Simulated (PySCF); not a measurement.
## The Sn–F bond energy of SnF₃⁺

Computed with PBE0 in PySCF with Sn def2-TZVP with ECP28, F def2-TZVP; scalar-relativistic core potentials, no spin–orbit coupling; density-fitted integrals.

Each entry is the lowest minimum that a search over a few typed start shapes (and spin states, where more than one is plausible) found, or that minimum re-optimised at the stated level; isomers with ligand–ligand bonds, or fragments after loss of a ligand pair, can lie lower.

Total energies (Eh), which compare only within these settings: F atom -99.67618.

```csv
species,2S+1,group,E (Eh),ZPE (kJ/mol)
SnF₂⁺,2,C2v,-413.58238,8.5
SnF₃⁺,1,D3h,-513.38348,15.8
```

Problem. What are De and D0 for SnF₃⁺ → SnF₂⁺ + F?

Solution. De = [(-413.58238) + (-99.67618) − (-513.38348)] × 2625.5 = 328 kJ/mol. The zero-point energy changes by -7.2 kJ/mol, so D0 = 321 kJ/mol.

Atoms and open shells are unrestricted, without spin–orbit or basis-set superposition corrections.

Spin–orbit coupling can matter for elements this heavy.
